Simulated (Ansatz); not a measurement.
Consider the redistribution: `CO[SiH](N)O[SiH3]` + `[SiH3][AlH][Br]` → `CO[SiH](Br)O[SiH3]` + `[NH2][AlH][SiH3]`.

Calculated with Ansatz (gas phase, PBE0-D4/def2-TZVP geometries, no zero-point term in ΔE). CCSD(T)/CBS adds triple-zeta CCSD(T) − MP2 to the extrapolated MP2 energy (def2 sets, frozen cores). For Br outer-core shells are correlated without core-valence functions, which leaves a few kJ/mol of doubt a bond. Scalar relativity is left out up to krypton. Each species was taken in one conformer, which may not be the lowest.

```
             level  ΔE (eV)
SCS-MP2/def2-TZVPP     0.34
   CCSD/def2-TZVPP     0.37
      HF/CBS(def2)     0.47
    CCSD/CBS(def2)     0.36
```

Problem. What does CCSD(T)/CBS give? (Best estimate.)

Solution. Computed: +0.33 eV. The listed levels differ from it by 0.01, 0.04, 0.14, 0.03 eV.

Largest T1 diagnostic among the species: 0.013.

In def2-TZVPP, CCSD(T) changes the Hartree–Fock value by −0.13 eV (the triples alone add −0.02 eV) and MP2 by −0.15 eV. From PBE to PBE0 (25 % exact exchange), in def2-TZVPP and without D4, ΔE moves by +0.06 eV.
